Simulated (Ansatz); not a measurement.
Reaction (cleavage of the Ge–Ge bond): `[F][GeH2][GeH3]` + NH₃ → `[NH2][GeH3]` + `[F][GeH3]`

Isolated molecules relaxed with PBE0-D4/def2-TZVP in Ansatz; ΔE leaves out vibrations. CCSD(T)/CBS is the MP2 limit (def2-TZVPP, def2-QZVPP) plus CCSD(T) − MP2 in def2-TZVPP, frozen cores. This one scheme is used for every species. Functionals use def2-TZVPP. For Ge outer-core shells are correlated without core-valence functions, which leaves a few kJ/mol of doubt a bond. Scalar relativity is left out up to krypton.

```csv
species,LC-ωPBE energy (Eh)
`[F][GeH2][GeH3]`,-4256.33915
NH₃,-56.55397
`[NH2][GeH3]`,-2134.48581
`[F][GeH3]`,-2178.39564
```

Problem. Work out ΔE.

Solution. ΔE = (-2134.48581) + (-2178.39564) − (-4256.33915) − (-56.55397) = 0.01167 Eh = +30.6 kJ/mol. CCSD(T)/CBS gives +33.9 kJ/mol.

Largest T1 diagnostic among the species: 0.012.

Leaving LDA and LC-ωPBE aside and taking each functional with its dispersion term where it has one, the values, not all of them listed here, spread over 16.0 kJ/mol, from B97M-V to PBE-D4. From BLYP to BHLYP (50 % exact exchange), in def2-TZVPP and without D4, ΔE moves by −8.3 kJ/mol. At CCSD(T), def2-SVP lies −12.3 kJ/mol from the extrapolated value and def2-TZVPP −4.2 kJ/mol.
